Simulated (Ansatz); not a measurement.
```yaml
crystal:
  periodic: [false, false, false]
  atoms:
    - {symbol: N, position_ang: [-0.731282, 0.739166, 0.597377]}
    - {symbol: Si, position_ang: [0.242615, -0.124384, -0.475791]}
    - {symbol: O, position_ang: [0.465195, -1.655750, 0.009021]}
    - {symbol: F, position_ang: [-0.349306, -0.283569, -1.935601]}
    - {symbol: Cl, position_ang: [1.981518, 0.922691, -0.663329]}
    - {symbol: H, position_ang: [-0.683331, 1.743200, 0.640719]}
    - {symbol: H, position_ang: [-1.633673, 0.387964, 0.874410]}
    - {symbol: H, position_ang: [0.800466, -1.786219, 0.897292]}
basis:
  gaussian: {orbitals: "6-31G*"}
hamiltonian: {xc: {name: wB97M-V}, dispersion: d2}
scf: {lower_state_search: full}
output: {forces: true}
```

```sh
$ ansatz run in.yaml --threads 4 --pin off --events-out ev --progress --plain --max-ram 10444MiB
```

(1) How does Ansatz answer? (Estimate.)

Answers

(1) Ansatz gave: The program refused the input.
```
Error: YAML parse error: error: line 14 column 48: hamiltonian.dispersion: `d2` is not `none`, `rvv10`, `d3bj`, `d3bjatm`, `d4` or a map `{method: …, s8: …, a1: …, a2_bohr: …}` (numbers without units, a2 in bohr) or `{method: …, functional: …}`
12 | basis:
13 |   gaussian: {orbitals: "6-31G*"}
14 | hamiltonian: {xc: {name: wB97M-V}, dispersion: d2}
15 | scf: {lower_state_search: full}
16 | output: {forces: true}
```
